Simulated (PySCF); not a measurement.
# Two-component Hartree-Fock for Ru (ruthenium, neutral)

Start: [Kr] 4d7 5p1; 4d3/2 filled at m_j = +1/2, +3/2; 4d5/2 filled at m_j = -3/2, -1/2, +1/2, +3/2, +5/2; 5p3/2 filled at m_j = +3/2. Calculated with PySCF 2.14 in x2c-TZVPall-2c (8s9p7d1f, 77 functions): generalised Hartree-Fock with the X2C-1e Hamiltonian and a Gaussian nucleus; one run each with spin-orbit coupling (SO) switched off, then screened by Boettger's factors. This is a chosen level, not necessarily the ground level.

```csv
spinor shell,electrons,"ε, spin-free (eV)","ε, screened SO (eV)",weight of nominal j (screened SO),"rms radius, screened SO (bohr)"
1s1/2,2,-22236.4,-22235.1,1.000,0.0384
2s1/2,2,-3278.1,-3277.8,1.000,0.158
2p1/2,2,-2929.3,-3020.0,1.000,0.137
2p3/2,4,-2929.3,-2887.2,1.000,0.142
3s1/2,2,-612.71,-612.71,1.000,0.428
3p1/2,2,-495.08,-511.16,1.000,0.425
3p3/2,4,-495.08,-487.69,1.000,0.436
3d3/2,4,-306.00,-308.96,0.992,0.416
3d5/2,6,-306.00,-304.10,0.995,0.420
4s1/2,2,-95.229,-95.317,1.000,1.09
4p1/2,2,-60.044,-64.541,0.809,1.21
4p3/2,4,-60.044,-58.009,0.905,1.22
4d5/2,5,-12.482,-13.322,0.554,1.78
4d3/2,2,-12.482,-10.740,0.621,1.87
5p3/2,1,-3.279,-3.292,1.000,5.37
```

```tsv
quantity	spin-free	screened SO
E (hartree)	-4527.55254	-4528.20037
M_J	6	6
⟨J²⟩	42.013	42.017
⟨L²⟩	20.011	19.818
⟨S²⟩	6.002	6.189
```

Each row is a mean over spinors that exchange with the open shell spreads, by up to 7.851 eV (4p3/2).

Rows whose weight is well below 1 are mixtures of j = l ± 1/2: exchange outweighs spin-orbit coupling there, and the label is only the starting occupation.

Breit and QED terms are absent; they matter most for the inner s and p1/2 levels.

Densities and radii are taken from the X2C orbitals without a picture-change correction, which distorts them close to the nucleus.

Without spin-orbit coupling the j labels of p, d and f shells carry no meaning; the spin-free column gives the mean over the occupied spinors of each nl shell.
